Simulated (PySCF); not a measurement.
(1Z,3Z)-1,4-difluorobuta-1,3-diene (C4H4F2), SMILES F/C=C\C=C/F. Atoms are numbered in the order given.

```xyz
10

F      0.5083    -2.4568     0.0000
C     -0.6120    -1.7384     0.0000
C     -0.6022    -0.4017     0.0000
C      0.6022     0.4017     0.0000
C      0.6120     1.7384     0.0000
F     -0.5083     2.4568     0.0000
H     -1.5134    -2.3564     0.0000
H     -1.5704     0.1032     0.0000
H      1.5704    -0.1032     0.0000
H      1.5134     2.3564     0.0000
```

Geometry optimised at PBE0-D3(BJ)/def2-SVP. The values are those of a single conformer.

Level of theory: PBE0-D3(BJ)/def2-SVP (PySCF).

Harmonic, unscaled wavenumbers; measured fundamentals usually lie a few per cent lower.

```json
[
 {"mode": "1", "ν (cm⁻¹)": "89", "IR (km/mol)": "1.7", "Raman (Å⁴/amu)": "0.0", "depolarisation": "–", "moving atoms (share of kinetic energy)": "F 47 %, C 44 %, H 9 %"},
 {"mode": "2", "ν (cm⁻¹)": "157", "IR (km/mol)": "6.8", "Raman (Å⁴/amu)": "0.0", "depolarisation": "–", "moving atoms (share of kinetic energy)": "F 46 %, C 43 %, H 11 %"},
 {"mode": "3", "ν (cm⁻¹)": "226", "IR (km/mol)": "0.0", "Raman (Å⁴/amu)": "3.0", "depolarisation": "0.38", "moving atoms (share of kinetic energy)": "F 75 %, C 22 %"},
 {"mode": "4", "ν (cm⁻¹)": "340", "IR (km/mol)": "22.7", "Raman (Å⁴/amu)": "0.0", "depolarisation": "–", "moving atoms (share of kinetic energy)": "C 58 %, H 34 %"},
 {"mode": "5", "ν (cm⁻¹)": "592", "IR (km/mol)": "0.0", "Raman (Å⁴/amu)": "13.7", "depolarisation": "0.75", "moving atoms (share of kinetic energy)": "C 66 %, H 28 %"},
 {"mode": "6", "ν (cm⁻¹)": "651", "IR (km/mol)": "5.9", "Raman (Å⁴/amu)": "0.0", "depolarisation": "–", "moving atoms (share of kinetic energy)": "C 63 %, F 27 %, H 10 %"},
 {"mode": "7", "ν (cm⁻¹)": "775", "IR (km/mol)": "0.0", "Raman (Å⁴/amu)": "5.8", "depolarisation": "0.39", "moving atoms (share of kinetic energy)": "C 80 %, H 11 %, F 9 %"},
 {"mode": "8", "ν (cm⁻¹)": "791", "IR (km/mol)": "54.2", "Raman (Å⁴/amu)": "0.0", "depolarisation": "–", "moving atoms (share of kinetic energy)": "H 70 %, C 27 %"},
 {"mode": "9", "ν (cm⁻¹)": "812", "IR (km/mol)": "0.0", "Raman (Å⁴/amu)": "5.4", "depolarisation": "0.75", "moving atoms (share of kinetic energy)": "H 70 %, C 28 %"},
 {"mode": "10", "ν (cm⁻¹)": "940", "IR (km/mol)": "0.0", "Raman (Å⁴/amu)": "12.3", "depolarisation": "0.75", "moving atoms (share of kinetic energy)": "H 71 %, C 29 %"},
 {"mode": "11", "ν (cm⁻¹)": "962", "IR (km/mol)": "1.2", "Raman (Å⁴/amu)": "0.0", "depolarisation": "–", "moving atoms (share of kinetic energy)": "H 82 %, C 18 %"},
 {"mode": "12", "ν (cm⁻¹)": "1003", "IR (km/mol)": "0.0", "Raman (Å⁴/amu)": "11.8", "depolarisation": "0.26", "moving atoms (share of kinetic energy)": "C 53 %, F 25 %, H 22 %"},
 {"mode": "13", "ν (cm⁻¹)": "1091", "IR (km/mol)": "178.5", "Raman (Å⁴/amu)": "0.0", "depolarisation": "–", "moving atoms (share of kinetic energy)": "H 46 %, C 28 %, F 25 %"},
 {"mode": "14", "ν (cm⁻¹)": "1179", "IR (km/mol)": "0.0", "Raman (Å⁴/amu)": "27.8", "depolarisation": "0.38", "moving atoms (share of kinetic energy)": "H 48 %, C 46 %"},
 {"mode": "15", "ν (cm⁻¹)": "1246", "IR (km/mol)": "167.6", "Raman (Å⁴/amu)": "0.0", "depolarisation": "–", "moving atoms (share of kinetic energy)": "H 59 %, C 25 %, F 15 %"},
 {"mode": "16", "ν (cm⁻¹)": "1283", "IR (km/mol)": "0.0", "Raman (Å⁴/amu)": "35.9", "depolarisation": "0.64", "moving atoms (share of kinetic energy)": "H 72 %, C 14 %, F 13 %"},
 {"mode": "17", "ν (cm⁻¹)": "1357", "IR (km/mol)": "9.8", "Raman (Å⁴/amu)": "0.0", "depolarisation": "–", "moving atoms (share of kinetic energy)": "H 76 %, C 24 %"},
 {"mode": "18", "ν (cm⁻¹)": "1460", "IR (km/mol)": "0.0", "Raman (Å⁴/amu)": "17.5", "depolarisation": "0.45", "moving atoms (share of kinetic energy)": "H 49 %, C 49 %"},
 {"mode": "19", "ν (cm⁻¹)": "1723", "IR (km/mol)": "186.0", "Raman (Å⁴/amu)": "0.0", "depolarisation": "–", "moving atoms (share of kinetic energy)": "C 93 %"},
 {"mode": "20", "ν (cm⁻¹)": "1785", "IR (km/mol)": "0.0", "Raman (Å⁴/amu)": "347.1", "depolarisation": "0.26", "moving atoms (share of kinetic energy)": "C 93 %"},
 {"mode": "21", "ν (cm⁻¹)": "3223", "IR (km/mol)": "0.0", "Raman (Å⁴/amu)": "75.8", "depolarisation": "0.74", "moving atoms (share of kinetic energy)": "H 92 %, C 8 %"},
 {"mode": "22", "ν (cm⁻¹)": "3227", "IR (km/mol)": "7.2", "Raman (Å⁴/amu)": "0.0", "depolarisation": "–", "moving atoms (share of kinetic energy)": "H 92 %"},
 {"mode": "23", "ν (cm⁻¹)": "3244", "IR (km/mol)": "0.0", "Raman (Å⁴/amu)": "235.5", "depolarisation": "0.17", "moving atoms (share of kinetic energy)": "H 91 %, C 9 %"},
 {"mode": "24", "ν (cm⁻¹)": "3246", "IR (km/mol)": "7.9", "Raman (Å⁴/amu)": "0.0", "depolarisation": "–", "moving atoms (share of kinetic energy)": "H 91 %, C 9 %"}
]
```
